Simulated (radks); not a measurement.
Rh I, configuration [Kr] 4d8 5s1 (the NIST ground configuration).

All-electron calculation, scalar-relativistic Kohn-Sham, PBEsol, spin-polarised, spherical densities, finite nucleus; open shells are filled with parallel spins first (spin-orbit coupling, left out, can overturn this in heavy ions); Fermi nuclear charge, rms radius 4.4945 fm. Program: a radial shooting solver on a logarithmic mesh with Libxc functionals.

Energy parts (eV):
total: -130116.177
kinetic: 134740.040
electron-nucleus: -314144.018
Hartree: 52991.927
exchange-correlation: -3704.127

Orbitals (lengths in bohr, moments of r in powers of bohr; <r^-3> diverges for s and p1/2; r(max) is where P^2 peaks; r(90%) holds 90 % of the orbital's charge):
| orbital | occ. | eigenvalue (eV) | r(max) | r(90%) | <r^-3> |
|---|---|---|---|---|---|
| 1s up | 1 | -23024.33 | 0.02118 | 0.0585 | - |
| 1s down | 1 | -23024.31 | 0.02118 | 0.0585 | - |
| 2s up | 1 | -3338.216 | 0.1198 | 0.219 | - |
| 2s down | 1 | -3337.930 | 0.1198 | 0.219 | - |
| 2p up | 3 | -2992.347 | 0.09578 | 0.202 | 3242 |
| 2p down | 3 | -2992.126 | 0.09577 | 0.201 | 3243 |
| 3s up | 1 | -596.1900 | 0.3516 | 0.576 | - |
| 3s down | 1 | -596.0139 | 0.3517 | 0.576 | - |
| 3p up | 3 | -482.5109 | 0.3448 | 0.589 | 564.4 |
| 3p down | 3 | -482.3145 | 0.3448 | 0.589 | 564.3 |
| 3d up | 5 | -300.5931 | 0.2912 | 0.589 | 76.49 |
| 3d down | 5 | -300.3128 | 0.2913 | 0.588 | 76.49 |
| 4s up | 1 | -82.8790 | 0.8813 | 1.43 | - |
| 4s down | 1 | -81.6303 | 0.8803 | 1.42 | - |
| 4p up | 3 | -50.8669 | 0.9444 | 1.61 | 88.75 |
| 4p down | 3 | -49.5420 | 0.9431 | 1.60 | 89.30 |
| 4d up | 5 | -6.5113 | 1.150 | 2.61 | 6.230 |
| 4d down | 3 | -5.0303 | 1.146 | 2.62 | 6.285 |
| 5s up | 1 | -4.8092 | 2.621 | 4.85 | - |
| 5s down | 0 | -3.4893 | 2.665 | 5.16 | - |

The highest occupied level is 5s up at -4.809 eV. For comparison, the ionisation energy in NIST's Atomic Spectra Database is 7.459 eV (measured). In exact Kohn-Sham theory the highest level is minus the ionisation energy, but local and semilocal functionals leave it too shallow, through self-interaction and a potential that decays too fast; potentials with the right tail come closer. Summed over all electrons, <r^2> = 50.76 bohr^2, which gives a Langevin (diamagnetic) susceptibility term of -40.2 x 10^-6 cm^3/mol. Spin moment in Bohr magnetons: 3.
